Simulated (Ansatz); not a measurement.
CH4ClFO2SW (`C[O][W]([OH])([F])(=[S])[Cl]`), 11 atoms. Total charge 0; spin multiplicity 1. Correlated methods include outer-core shells of W, which these sets cover unevenly. W: def2 effective core potential. All runs use 2 threads of an AMD EPYC 7R13 on a shared host and a share of an NVIDIA H100 80 GB. Correlated methods freeze the cores. Open-shell runs search over several starts.

(1) Give the basis size and wall time and peak host memory of each of these runs in Ansatz. RHF-CCSD(T)/def2-TZVPP energy; UKS PBE0-D4/def2-TZVPP energy of the cation; RKS r2SCANh-D4/def2-TZVPP energy; RKS PBE0-D4/def2-QZVPP energy; RKS r2SCAN-D4/def2-TZVPP energy and forces; RKS BHLYP-D4/def2-TZVPP energy; UHF-CCSD(T)/def2-TZVPP energy of the cation; RKS PBE0-D4/def2-TZVP relaxation (25 steps); RKS PBE0-D4/def2-TZVP frequencies; RKS ωB97X-V/def2-TZVPP energy; UKS ωB97M-V/def2-TZVPP energy of the cation; RHF-CCSD(T)/def2-SVP energy. (Best estimate.)

Results:

(1) Ansatz gave: Other jobs shared the machine, so times are rough.

```
                    level                    job  functions  wall time  peak host memory (GiB)
  RKS BHLYP-D4/def2-TZVPP                 energy        320      9.5 s                    0.85
RKS r2SCANh-D4/def2-TZVPP                 energy        320       10 s                    0.88
 RKS r2SCAN-D4/def2-TZVPP      energy and forces        320       11 s                    0.87
   RKS PBE0-D4/def2-QZVPP                 energy        569       12 s                     1.1
     RHF-CCSD(T)/def2-SVP                 energy        144       15 s                    0.77
   RKS ωB97X-V/def2-TZVPP                 energy        320       20 s                    0.95
   UKS PBE0-D4/def2-TZVPP   energy of the cation        320       25 s                    0.95
   RHF-CCSD(T)/def2-TZVPP                 energy        320       28 s                     1.4
   UKS ωB97M-V/def2-TZVPP   energy of the cation        320       32 s                     1.2
    RKS PBE0-D4/def2-TZVP  relaxation (25 steps)        262       91 s                    0.93
   UHF-CCSD(T)/def2-TZVPP   energy of the cation        320    3.3 min                     2.4
    RKS PBE0-D4/def2-TZVP            frequencies        262    3.4 min                    0.92
```
